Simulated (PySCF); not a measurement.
**Two-component Hartree-Fock for Ti (titanium, neutral)**

Start: [Ar] 3d1 4s2 5s1; 3d5/2 filled at m_j = +5/2; 5s1/2 filled at m_j = +1/2. Calculated with PySCF 2.14 in x2c-TZVPall-2c with one added diffuse shell each of s, p, d type (7s8p5d1f, 63 functions): generalised Hartree-Fock with the X2C-1e Hamiltonian and a Gaussian nucleus; one run each with spin-orbit coupling (SO) switched off, then screened by Boettger's factors. This is a chosen level, not necessarily the ground level.

| spinor shell | electrons | ε, spin-free (eV) | ε, screened SO (eV) | weight of nominal j (screened SO) | rms radius, screened SO (bohr) |
| --- | --- | --- | --- | --- | --- |
| 1s1/2 | 2 | -5028.3 | -5028.3 | 1.000 | 0.0804 |
| 2s1/2 | 2 | -600.58 | -600.58 | 1.000 | 0.350 |
| 2p1/2 | 2 | -496.12 | -500.00 | 0.998 | 0.318 |
| 2p3/2 | 4 | -496.12 | -494.23 | 0.999 | 0.321 |
| 3s1/2 | 2 | -89.383 | -89.387 | 1.000 | 1.06 |
| 3p1/2 | 2 | -58.611 | -59.021 | 0.722 | 1.15 |
| 3d5/2 | 1 | -20.762 | -20.740 | 1.000 | 1.46 |
| 4s1/2 | 2 | -10.659 | -10.660 | 0.999 | 3.33 |
| 5s1/2 | 1 | -2.284 | -2.284 | 1.000 | 9.30 |

Q: Where does 3p3/2 lie, and what is the 3p spin-orbit splitting (screened SO)?

A: At -58.417 eV, 0.603 eV above 3p1/2.

| quantity | spin-free | screened SO |
| --- | --- | --- |
| E (hartree) | -852.47075 | -852.47653 |
| M_J | 3 | 3 |
| ⟨J²⟩ | 12.024 | 12.024 |
| ⟨L²⟩ | 6.022 | 6.023 |
| ⟨S²⟩ | 2.002 | 2.002 |

Each row is a mean over spinors that exchange with the open shell spreads, by up to 5.244 eV (3p3/2).

Rows whose weight is well below 1 are mixtures of j = l ± 1/2: exchange outweighs spin-orbit coupling there, and the label is only the starting occupation.

Without spin-orbit coupling the j labels of p, d and f shells carry no meaning; the spin-free column gives the mean over the occupied spinors of each nl shell.
